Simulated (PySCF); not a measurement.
PySCF 2.14 output of an unrestricted B3LYP calculation on a single atom or ion in aug-cc-pVTZ (8s7p5d3f2g, 93 functions), with the non-relativistic Hamiltonian (point nucleus):

```
SCF conv_tol = 1e-09
number electrons alpha = 15  beta = 13
    P. J. Stephens, F. J. Devlin, C. F. Chabalowski, and M. J. Frisch.,  J. Phys. Chem. 98, 11623 (1994)
cycle= 1 E= -1382.82113783672  delta_E= -0.0173  |g|= 0.279  |ddm|=  1.4
cycle= 2 E= -1382.73701136138  delta_E= 0.0841  |g|= 0.728  |ddm|= 0.577
cycle= 3 E= -1382.83616666434  delta_E= -0.0992  |g|= 0.0118  |ddm|= 0.51
cycle= 4 E= -1382.83621299151  delta_E= -4.63e-05  |g|= 0.00131  |ddm|= 0.0301
cycle= 5 E= -1382.8362167206  delta_E= -3.73e-06  |g|= 0.000628  |ddm|= 0.014
cycle= 6 E= -1382.83621709703  delta_E= -3.76e-07  |g|= 0.000589  |ddm|= 0.00546
cycle= 7 E= -1382.83621722039  delta_E= -1.23e-07  |g|= 6.98e-05  |ddm|= 0.0011
cycle= 8 E= -1382.83621722228  delta_E= -1.88e-09  |g|= 1.04e-05  |ddm|= 0.000152
cycle= 9 E= -1382.8362172223  delta_E= -2.52e-11  |g|= 4.5e-07  |ddm|= 1.2e-05
converged SCF energy = -1382.8362172223  <S^2> = 2.0133077  2S+1 = 3.0088587
```

The run itself started from symmetry-adapted Hartree-Fock orbitals and held the occupation by maximum overlap, on a logarithmic radial grid, so the iterations belong to that start.

Task: Which element, charge and spin multiplicity is this?

Result: Co⁻ (cobalt, charge -1), multiplicity 3; the state was [Ar] 3d8 4s2, high-spin 3F determinant.

At B3LYP the highest occupied level has a positive energy, so only the finite basis holds that electron; in a semilocal or global hybrid functional this comes from self-interaction and does not mean that the real anion is unbound.
